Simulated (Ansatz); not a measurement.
A structure relaxed at PBE0-D4/def2-TZVP in Ansatz, charge 0, singlet:

```xyz
3

Mo   -0.734   -0.503    0.849
Si   -0.107    1.342   -0.188
Si    0.842   -0.839   -0.661
```

Question: Give its formula and point group.

Answer: the cluster Si₂Mo (the lowest singlet isomer of a short search). Point group C2v (tolerance 0.1 Å).

Question: Summarise the bond lengths by kind (pairs closer than 1.2 times the sum of covalent radii, bridged metal pairs left out).

Answer: 2 × Mo–Si 2.21 Å; 1 × Si–Si 2.43 Å. The metal has 2 neighbours: Si 2.21 Å, Si 2.21 Å.

In the def2 sets Mo takes a core potential; there is no spin–orbit coupling. The restricted singlet is unstable: a solution with broken spin symmetry lies lower. At PBE0-D4/def2-TZVP a triplet of charge 0 lies 0.66 eV below the restricted singlet, each at its own geometry. The structure comes from a short search, and lower isomers may exist.
